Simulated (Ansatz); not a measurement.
Ansatz results at the PBE0-D4/def2-TZVP geometry: size of the dipole moment (ωB97M-V/def2-TZVPP) 3.52 D; HOMO energy (B3LYP/def2-TZVPP) -8.02 eV; HOMO–LUMO gap (PBE/def2-TZVPP) 5.41 eV.

Each molecule was computed in one conformer, which needn't be the lowest.

Problem. Which molecule gave them?
A. `O[SiH](O)[Si](F)(Cl)Cl`
B. `C[SiH](C)[SiH2]F`
C. `O[SiH2]O[SiH](Cl)Cl`
D. `F[Si](F)(Cl)[SiH2]Cl`

Solution. A. The others give `O[SiH2]O[SiH](Cl)Cl`: 0.36, -8.90, 7.04; `C[SiH](C)[SiH2]F`: 1.63, -7.59, 5.31; `F[Si](F)(Cl)[SiH2]Cl`: 1.51, -8.58, 5.50.

B3LYP here is the variant with VWN-RPA as its local correlation; programs differ in this.
